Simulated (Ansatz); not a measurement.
Geometry optimisation, Ansatz 0.2.0, RKS revPBE-D4/def2-SVP.

Input file:

```yaml
crystal:
  periodic: [false, false, false]
  atoms:
    - { symbol: Si, position_ang: [-0.2732, 0.3454, 0.1128] }
    - { symbol: S, position_ang: [1.3633, -0.4955, -1.6177] }
    - { symbol: S, position_ang: [-1.1032, 1.5736, -1.3343] }
    - { symbol: H, position_ang: [0.2571, 0.7905, -2.1975] }
    - { symbol: "N", position_ang: [0.6696, 0.9663, 1.3916] }
    - { symbol: "N", position_ang: [-1.0151, -1.0879, 0.6644] }
    - { symbol: H, position_ang: [0.5248, -1.4023, -2.0958] }
    - { symbol: H, position_ang: [1.1666, 0.3442, 2.0089] }
    - { symbol: H, position_ang: [1.1841, 1.8197, 1.2485] }
    - { symbol: H, position_ang: [-0.9632, -1.3747, 1.6268] }
    - { symbol: H, position_ang: [-1.8108, -1.4794, 0.1923] }
basis:
  gaussian: { orbitals: def2-SVP }
hamiltonian:
  xc: revpbe
  dispersion: d4
relax:
  f_tol: 0.15
  max_steps: 25
  restrain:
    - { distance: [3, 1], at: 1.36, k: 30.0 }
    - { distance: [0, 1], at: 3.46, k: 30.0 }
    - { distance: [3, 2], at: 2.66, k: 30.0 }
output:
  orbitals: {}
```

Command:

```bash
$ ansatz run input.yaml --threads 2 --pin off --max-ram 3072MiB --backend cpu --events-out ev --progress --plain --runs-dir out
```

Task: Where does it end, and by what steps?

Result: It converged. The restraints hold the end off the free minimum. After 7 steps the energy has fallen by 0.296 eV (the restraints' own energy left out); H4 moved furthest, 0.54 Å. Joined: S2–H4 (1.79 → 1.37 Å).

```
step  energy less start (eV)  largest force component (eV/Å)  accepted
   0                  0.0000                           1.137       yes
   1                  0.1205                           2.110       yes
   2                 -0.1247                           2.142       yes
   3                 -0.2038                           0.760       yes
   4                 -0.2669                           0.568       yes
   5                 -0.2760                           0.509       yes
   6                 -0.2959                           0.163       yes
   7                 -0.2965                           0.142       yes
```

```xyz
11
Properties=species:S:1:pos:R:3
Si -0.579 0.586 0.342
S 1.584 -0.566 -2.098
S -1.367 1.753 -1.052
H 0.626 0.403 -2.184
N 0.633 1.026 1.466
N -1.121 -0.992 0.722
H 0.647 -1.540 -2.220
H 1.225 0.353 1.954
H 1.108 1.916 1.317
H -0.841 -1.550 1.532
H -1.916 -1.389 0.221
```

Run time: 16 s on 2 threads of Intel(R) Xeon(R) CPU @ 2.80GHz (Skylake/Cascade Lake) (shared host), peak memory 0.18 GiB.
